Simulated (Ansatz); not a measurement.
Mulliken charges of ClF₂H₂NSn (`[NH2][Sn]([F])([F])[Cl]`) from B3LYP/def2-TZVPP in Ansatz (PBE0-D4/def2-TZVP geometry).

| atom | x (Å) | y (Å) | z (Å) | charge (e) |
| --- | --- | --- | --- | --- |
| N1 | -0.821 | 0.522 | 0.924 | -0.487 |
| Sn2 | 0.514 | -0.265 | -0.317 | 1.418 |
| F3 | 1.872 | -1.140 | 0.668 | -0.455 |
| F4 | -0.182 | -1.673 | -1.387 | -0.459 |
| Cl5 | 1.488 | 1.293 | -1.672 | -0.320 |
| H6 | -1.278 | 1.336 | 0.529 | 0.153 |
| H7 | -1.531 | -0.142 | 1.209 | 0.151 |

Question: By hand: the dipole of these point charges (1 e Å = 4.8032 D).

Answer: Σ q r = (-0.542, 0.426, 0.232) e Å, of length 0.727 e Å = 3.49 D.

Question: How does the dipole of the full density compare? (Best estimate.)

Answer: Computed: (-0.565, 0.403, 0.137) e Å, 3.40 D; the point charges give 1.03 times that, at 8° from its direction.

Point charges leave out the atoms' own dipoles, such as those of lone pairs, and Mulliken's split depends on the basis, so the close match here is no proof of good charges.

B3LYP here is the variant with VWN-RPA as its local correlation; programs differ in this.
